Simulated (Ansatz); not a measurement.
ClCrO₂ (SMILES [O]=[Cr](=[O])[Cl]), doublet (typed; the unrestricted solution is spin-contaminated), at a GFN2-xTB geometry (such geometries of metal compounds can be far from the true shape) (the multiplicity is a formal guess), atoms displaced at random by about 0.03 Å a coordinate; HF/STO-3G, gradient (Ansatz, a quantum-chemistry and plane-wave program).

Ansatz was given this input:
Ansatz 0.2 input:
```yaml
crystal:
  periodic: [false, false, false]
  atoms:
    - {symbol: Cr, position_ang: [0.18792527, -0.22763755, 0.24497485]}
    - {symbol: O, position_ang: [1.67759743, -0.62740869, -0.24979846]}
    - {symbol: O, position_ang: [-0.48444993, -0.88404085, 1.43678687]}
    - {symbol: Cl, position_ang: [-0.82348531, 1.08459789, -0.89643712]}
basis:
  gaussian:
    orbitals: STO-3G
hamiltonian:
  xc: hf
magnetization: {spin_polarized: true, initial_magnetization: 1}
output: {forces: true}
```

Question: What does Ansatz print? Leave out banner, timings and long lists.

Answer: 
```
Functional definition: HF
490 factors; integrals over basis functions are off by at most 6.0e-4 eV
mean field evaluation 1: about -44436.1890 eV, gradient 8.2e1 eV
mean field evaluation 2: about -44436.3599 eV, gradient 8.2e1 eV
mean field evaluation 4: about -44476.1815 eV, gradient 3.2e1 eV
mean field evaluation 8: about -44481.8355 eV, gradient 1.9e0 eV
mean field evaluation 16: about -44481.4678 eV, gradient 1.4e1 eV
mean field evaluation 32: about -44386.0333 eV, gradient 5.1e1 eV
mean field evaluation 64: about -44435.0607 eV, gradient 4.8e1 eV
mean field evaluation 96: about -44481.4494 eV, gradient 4.9e0 eV
mean field evaluation 128: about -44484.6992 eV, gradient 6.7e-3 eV
mean field evaluation 160: about -44479.7452 eV, gradient 1.4e1 eV
mean field evaluation 192: about -44484.4919 eV, gradient 6.9e-1 eV
mean field evaluation 224: about -44484.5566 eV, gradient 1.7e-1 eV
mean field evaluation 256: about -44484.4693 eV, gradient 9.2e-1 eV
mean field evaluation 288: about -44483.6834 eV, gradient 3.4e0 eV
mean field evaluation 320: about -44461.0385 eV, gradient 7.1e1 eV
mean field evaluation 352: about -44477.1336 eV, gradient 1.1e1 eV
mean field evaluation 384: about -44478.8809 eV, gradient 3.6e0 eV
mean field evaluation 416: about -44481.2210 eV, gradient 5.2e0 eV
mean field evaluation 448: about -44481.4480 eV, gradient 2.6e0 eV
mean field evaluation 480: about -44484.3474 eV, gradient 1.1e0 eV
mean field evaluation 512: about -44483.4918 eV, gradient 4.9e0 eV
mean field -44484.69920352 eV, -1634.7825429173 hartree, gradient 6.1e-6 eV, S^2 2.434667; 7 other end points of the search recorded, 0 dependent functions left out
the calculation of the forces begins
reference -44484.69920352 eV, -1634.7825429173 hartree; 29, 28 occupied and 8, 9 virtual orbitals, 490 factors
Total energy: -44484.69920352 eV, -1634.7825429173 hartree
Atom 0 at     0.187925    -0.227638     0.244975 Å, force     1.790673     0.640039    -1.805647 eV/Å
Atom 1 at     1.677597    -0.627409    -0.249798 Å, force     1.031655    -0.703324     0.279240 eV/Å
Atom 2 at    -0.484450    -0.884041     1.436787 Å, force    -1.190836    -1.946399     3.127566 eV/Å
Atom 3 at    -0.823485     1.084598    -0.896437 Å, force    -1.631492     2.009684    -1.601159 eV/Å
Dipole moment:     0.167197    -0.238150     0.289737 e Å
```
